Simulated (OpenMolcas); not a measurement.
**Rh2+: from CASSCF to CASPT2**

```json
{
  "Program": "OpenMolcas 26.06",
  "Basis": "ANO-RCC-VDZP [6s5p3d1f]",
  "Scalar Hamiltonian": "DKH2, point nucleus",
  "Active space": "7 electrons in 6 orbitals (4d 5s)",
  "State averaging": "2S+1 = 4 even, 60 roots; 2S+1 = 6 even, 5 roots kept (CI in the orbitals of an earlier block); 2S+1 = 2 even, 110 roots kept (CI in the orbitals of an earlier block)",
  "Spin-orbit coupling": "state interaction with AMFI integrals over the reference wave functions, term energies averaged over their components"
}
```

Methods on the same reference wave functions:
A. CASSCF
B. SS-CASPT2, IPEA 0.25 Eh, imaginary shift 0.1 Eh (closed shells correlated: 4s 4p)
C. MS-CASPT2, IPEA 0.25 Eh, imaginary shift 0.1 Eh (closed shells correlated: 4s 4p)

Energies in cm⁻¹ above 4d⁷ ⁴F_9/2, the measured ground level; measured values from the list in Shadmi, J. Res. Natl. Bur. Stand. 70A, 435 (1966).

| Level | A | B | C | Measured |
| --- | --- | --- | --- | --- |
| 4d⁷ ⁴F_9/2 | 0.0 | 0.0 | 0.0 | 0.0 |
| 4d⁷ ⁴F_7/2 | 2327 | 2360 | 2360 | 2148 |
| 4d⁷ ⁴F_5/2 | 3831 | 3820 | 3820 | 3486 |
| 4d⁷ ⁴F_3/2 | 4788 | 4730 | 4730 | 4322 |
| 4d⁷ ⁴P_5/2 | 14853 | 12470 | 12460 | 11062 |
| 4d⁷ ⁴P_3/2 [66 %] | 14904 | 12040 | 12030 | 10997 |
| 4d⁷ ²G_9/2 | 15711 | 13820 | 13820 |  |
| 4d⁷ ⁴P_1/2 | 16466 | 13910 | 13900 |  |
| 4d⁷ ²G_7/2 | 17998 | 16050 | 16050 |  |
| 4d⁷ ²H_11/2 | 21064 | 19130 | 19140 |  |
| 4d⁷ ²D_5/2(1) | 22576 | 19110 | 19120 |  |
| 4d⁷ ²P_1/2 | 22997 | 18880 | 18880 |  |
| 4d⁷ ²H_9/2 | 23358 | 21430 | 21430 |  |
| 4d⁷ ²D_3/2(1) [68 %] | 26498 | 22830 | 22840 |  |
| 4d⁷ ²F_5/2 | 34334 | 29330 | 29340 |  |
| 4d⁷ ²F_7/2 | 35439 | 30500 | 30500 |  |
| 4d⁶ 5s ⁶D_9/2 | 36977 | 41390 | 41400 | 43022 |
| 4d⁶ 5s ⁶D_7/2 | 38351 | 42780 | 42780 | 44394 |
| 4d⁶ 5s ⁶D_5/2 | 39268 | 43670 | 43680 | 45278 |
| 4d⁶ 5s ⁶D_3/2 | 39887 | 44280 | 44280 | 45877 |
| 4d⁶ 5s ⁶D_1/2 | 40248 | 44630 | 44640 |  |
| 4d⁶ 5s ⁴D_7/2(1) | 50873 | 53000 | 53000 |  |
| 4d⁶ 5s ⁴D_5/2(1) | 52394 | 54520 | 54520 |  |
| 4d⁶ 5s ⁴D_3/2(1) | 53323 | 55460 | 55460 |  |

Deviations, from unrounded energies. A percentage is the sum of absolute deviations over the sum of measured energies, with the sign that they share, or ± where signs differ.

```
                        Against measurement  Levels      A      B      C
             mean absolute deviation (cm-1)       9   3600   1100   1100
      fine structure of the ground term (%)       3   +9.9   +9.5   +9.5
other terms of the ground configuration (%)       2  +34.9  +11.1  +11.0
                   other configurations (%)       4  -13.5   -3.6   -3.6
```

B, C lie about equally close to measurement and A furthest from it. The largest miss of C in the table is 4d⁶ 5s ⁶D_9/2, by -1600 cm-1. The ranking rests on the paired levels alone, and a cruder setting can come out closer through cancelling errors.

Between B and C the level of the table that moves most is 4d⁷ ⁴P_1/2, by 16 cm-1 (lowest in C, highest in B). Moves below CASPT2's spread within the term are not significant.

The two smallest mean deviations differ by little beside CASPT2's spread within terms, so their order carries little weight.

From A to B the spin-free energies of the other terms of 4d⁷ shown, above ⁴F, scale by factors of 0.77 to 0.90, as is usual when dynamic correlation screens the repulsion within a d or f shell.

The lowest spin-free term lies below A's lowest term by 0.335 hartree in B, 0.335 hartree in C.

CASPT2 does not keep the components of a term degenerate, so their means are used; among the terms shown or strongly mixed into the levels shown the widest spread is 1300 cm-1 (4d⁷ ⁴F, C). Terms from blocks run as CI alone lack orbitals of their own. A single d shell beside an s shell can misplace configurations of different d count against each other. Without dynamic correlation excited terms often stand tens of per cent too high (terms of higher spin than the ground term too low), and those without a measured partner can miss by more than the paired ones (holds for A). Blocks of more than 70 roots (2S+1 = 2 even) ran without multistate coupling (holds for C). Computed and measured levels are paired by configuration, term and J; levels that our copy of the source lacks, or whose pairing is in doubt (as where it misses far off the trend of its configuration), stay unpaired and out of the deviations. Levels of configurations outside the active space are missing. Levels that lie high or do not pair safely by name in every column are left out.

A share in square brackets marks a mixed level and gives the weight of the term that names it, the lowest over the columns. A number in round brackets counts repeated terms of one configuration in the order of the reference energies.
